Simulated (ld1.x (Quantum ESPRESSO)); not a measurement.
**N (Z = 7), PAW: configuration errors across variants**

| Quantity | Value |
| --- | --- |
| Element | N |
| Generator | ld1.x (Quantum ESPRESSO) 7.5 |
| Type | PAW |
| Functional | PBE |
| Relativity | scalar-relativistic |
| Frozen core | [He] |
| Valence charge | 5 |
| Reference configuration | 2s2 2p3 |
| Partial waves | 2s (bound): rcut 0.80, rcutus 1.10 bohr; 2s channel at 3.25 Ry: rcut 0.80, rcutus 1.10 bohr; 2p (bound): rcut 1.60, rcutus 2.00 bohr; 2p channel at -0.05 Ry: rcut 1.60, rcutus 2.00 bohr; 3d channel at 0.35 Ry: rcut 1.75, rcutus 2.00 bohr |
| Local potential | all-electron potential smoothed inside 1.85 bohr (lloc = -2) |
| Core correction | Bessel-smoothed model core, default radius (core density twice the valence density) |
| Augmentation charge | PSQ, radius 0.60 bohr |

All-electron excitation energies from the reference (eV): (1) 2s2 2p2 13.591; (2) 2s2 2p1 42.445; (3) 2s2 2p0 89.528; (4) 2s0 2p5 23.041; (5) 2s2 2p3.3 -1.619; (6) 2s1 2p0 167.346; (7) 2s1 2p3 25.372.

The overlap operator is not positive definite (basis up to 400 Ry) in “base”, “waves 2p (bound): rcut 1.54, rcutus 1.64 bohr; 2p channel at -0.05 Ry: rcut 1.54, rcutus 1.64 bohr”, “waves 2p (bound): rcut 1.60, rcutus 1.80 bohr; 2p channel at -0.05 Ry: rcut 1.60, rcutus 1.80 bohr”, “waves 2p (bound): rcut 1.60, rcutus 2.18 bohr; 2p channel at -0.05 Ry: rcut 1.60, rcutus 2.18 bohr”, “waves 2p (bound): rcut 1.60, rcutus 2.38 bohr; 2p channel at -0.05 Ry: rcut 1.60, rcutus 2.38 bohr”, “waves 2p (bound): rcut 1.60, rcutus 2.70 bohr; 2p channel at -0.05 Ry: rcut 1.60, rcutus 2.70 bohr”, “waves 2p (bound): rcut 1.60, rcutus 3.02 bohr; 2p channel at -0.05 Ry: rcut 1.60, rcutus 3.02 bohr”. Such files are unfit for use, however small their errors in these radial tests.

Tests that are not counted but printed errors over 1 eV. “waves 2p (bound): rcut 1.60, rcutus 2.70 bohr; 2p channel at -0.05 Ry: rcut 1.60, rcutus 2.70 bohr”: 2s2 2p2 (solver errors, printed error -128 eV). “waves 2p (bound): rcut 1.60, rcutus 3.02 bohr; 2p channel at -0.05 Ry: rcut 1.60, rcutus 3.02 bohr”: 2s1 2p3 (solver errors, printed error -132 eV); 2s2 2p2 (solver errors, printed error -128 eV); 1 more.

Errors AE − PS in meV (a dash: test not solved or not reliable):

```tsv
change	(1)	(2)	(3)	(4)	(5)	(6)	(7)	bound ghosts
base	-2.3	-14	-12	-2.1	+0.1	-35	-3.7	not determined (overlap not positive)
waves 2p (bound): rcut 1.54, rcutus 1.64 bohr; 2p channel at -0.05 Ry: rcut 1.54, rcutus 1.64 bohr	-0.7	-4.0	-12	-1.9	+0.1	-35	-1.1	not determined (overlap not positive)
waves 2p (bound): rcut 1.60, rcutus 1.80 bohr; 2p channel at -0.05 Ry: rcut 1.60, rcutus 1.80 bohr	-0.7	-4.1	-12	-2.0	+0.1	-35	-1.2	not determined (overlap not positive)
waves 2p (bound): rcut 1.60, rcutus 2.18 bohr; 2p channel at -0.05 Ry: rcut 1.60, rcutus 2.18 bohr	-5.0	-28	-12	-2.2	0.0	-35	-7.3	not determined (overlap not positive)
waves 2p (bound): rcut 1.60, rcutus 2.38 bohr; 2p channel at -0.05 Ry: rcut 1.60, rcutus 2.38 bohr	-11	-50	-12	-2.2	-0.1	-35	-14	not determined (overlap not positive)
waves 2p (bound): rcut 1.60, rcutus 2.70 bohr; 2p channel at -0.05 Ry: rcut 1.60, rcutus 2.70 bohr	–	-85	-12	-2.2	-0.7	-35	-31	not determined (overlap not positive)
waves 2p (bound): rcut 1.60, rcutus 3.02 bohr; 2p channel at -0.05 Ry: rcut 1.60, rcutus 3.02 bohr	–	–	-12	-2.2	-1.7	-35	–	not determined (overlap not positive)
```

Task: Give the same row for: waves 2p (bound): rcut 1.30, rcutus 1.38 bohr; 2p channel at -0.05 Ry: rcut 1.30, rcutus 1.38 bohr.

Result: -0.9, -5.8, -12, -1.9, +0.1, -35, -1.6; bound ghosts: not determined (overlap not positive). Its overlap operator is not positive definite in a basis up to 400 Ry (lowest eigenvalue s -0.58), so the file is unfit for use: the generalised eigenproblem breaks down once the basis is large enough, and its test numbers describe a broken file.
